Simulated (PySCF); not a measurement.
F₂Ge (SMILES [F][Ge][F]), singlet, geometry from GFN2-xTB. Base run: CAMB3LYP/6-31G** (PySCF).

Input for PySCF:
```python
from pyscf import gto, scf, dft

mol = gto.Mole()
mol.atom = '''
    Ge    0.01332486   -0.01119836    0.43892087
    F     0.62471047    1.17087434   -0.77062296
    F    -0.67208775   -1.13105795   -0.78998457
'''
mol.basis = '6-31g**'
mol.verbose = 4
mol.build()

mf = dft.RKS(mol)
mf.xc = 'camb3lyp'
mf.kernel()
mf.analyze()
```

Variants of this job, named by their change:

```json
[
 {"change": "base", "ΔE vs base (µEh)": "0.0", "grid points": "49168", "electrons on the grid": "50.00000", "outcome": "converged"},
 {"change": "grids.level = 1", "ΔE vs base (µEh)": "9.9", "grid points": "18016", "electrons on the grid": "49.99973", "outcome": "converged"},
 {"change": "grids.level = 5", "ΔE vs base (µEh)": "0.0", "grid points": "132496", "electrons on the grid": "50.00000", "outcome": "converged"},
 {"change": "grids.radi_method = delley", "ΔE vs base (µEh)": "4.1", "grid points": "51096", "electrons on the grid": "50.00000", "outcome": "converged"},
 {"change": "grids.level = 0", "ΔE vs base (µEh)": "7029", "grid points": "4624", "electrons on the grid": "49.99424", "outcome": "converged"},
 {"change": "grids.radi_method = gauss_chebyshev", "ΔE vs base (µEh)": "0.3", "grid points": "48528", "electrons on the grid": "50.00000", "outcome": "converged"},
 {"change": "grids.radi_method = mura_knowles", "ΔE vs base (µEh)": "-0.2", "grid points": "46584", "electrons on the grid": "50.00000", "outcome": "converged"},
 {"change": "grids.atom_grid = (30, 110)", "ΔE vs base (µEh)": "814", "grid points": "7368", "electrons on the grid": "49.99927", "outcome": "converged"},
 {"change": "grids.level = 7", "ΔE vs base (µEh)": "0.1", "grid points": "264864", "electrons on the grid": "50.00000", "outcome": "converged"},
 {"change": "grids.prune = dft.gen_grid.sg1_prune", "ΔE vs base (µEh)": "-", "grid points": "-", "electrons on the grid": "-", "outcome": "input refused"},
 {"change": "grids.atom_grid = (150, 974)", "ΔE vs base (µEh)": "-0.1", "grid points": "230464", "electrons on the grid": "50.00000", "outcome": "converged"}
]
```

- grids.prune = dft.gen_grid.sg1_prune: ended with `IndexError: index 32 is out of bounds for axis 0 with size 19`
